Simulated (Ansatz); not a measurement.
`[F][Zn][CH2]BCl` + `[CH3][GeH]([SiH3])[Cl]` → `[SiH3][GeH]([Cl])[BH]Cl` + `C[CH2][Zn][F]`  (redistribution)

Isolated molecules relaxed with PBE0-D4/def2-TZVP in Ansatz; ΔE leaves out vibrations. CCSD(T)/CBS adds triple-zeta CCSD(T) − MP2 to the extrapolated MP2 energy (def2 sets, frozen cores). Functionals use def2-TZVPP. For Ge, Zn outer-core shells are correlated without core-valence functions, which leaves a few kJ/mol of doubt a bond. Scalar relativity is left out up to krypton. One conformer a species, not always the lowest.

Is it downhill or uphill in electronic energy at CCSD(T)/CBS, and by how much? (Estimate.)

Ansatz gave: Uphill: ΔE = +1.03 eV.

What do these levels give: ωB97X-V, PBE, PBE0, CCSD(T)/def2-TZVPP, MP2/def2-QZVPP, HF/CBS(def2)? (Best estimate.)

Ansatz gave: ωB97X-V 1.03, PBE 0.94, PBE0 1.01, CCSD(T)/def2-TZVPP 1.06, MP2/def2-QZVPP 1.11, HF/CBS(def2) 1.14 eV.

Largest T1 diagnostic among the species: 0.015.

From PBE to PBE0 (25 % exact exchange), in def2-TZVPP and without D4, ΔE moves by +0.07 eV.
